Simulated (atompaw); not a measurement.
# Pseudopotential generation for C: PAW (atompaw), PBE, scalar-relativistic.

atompaw 4.2.0.5 input, output lines left out:

```
C 6
GGA-PBE scalarrelativistic loggrid 1500 logderivrange -3 5 201
2 2 0 0 0 0
2 1 2
0 0 0
c
v
v
2
2.85 2.30 2.05 2.85
y
3.35
n
y
0.5
n
y
0.15
y
2.1
n
modrrkj vanderbiltortho besselshape
bessel
1.30
1.30
2.85
2.85
2.85
2.85
```

What the tests gave:

```json
{
  "Cutoffs needed": "8 Ry and 25 Ry (the cutoffs (Ry, on a coarse ladder) from which the occupation-weighted sum of valence levels, in a spherical-Bessel basis at the reference potential, stays within 10 and 1 mRy of its value at 400 Ry)",
  "Ghost test": "no extra level below or beside the all-electron valence levels (s, p, d, f tested) (spherical-Bessel basis up to 400 Ry, 20 bohr box)",
  "Lowest eigenvalue of the overlap operator": "0.14 (d channel)",
  "Overlap eigenvalues printed by atompaw (projector basis)": "0.067, 0.137, 0.953, 1.61, 3.78, 11.7",
  "Share of each valence orbital outside the PAW sphere": "2s 6 %, 2p 14 %"
}
```

Generation and tests took about 2.4 s on one core of a shared server CPU.
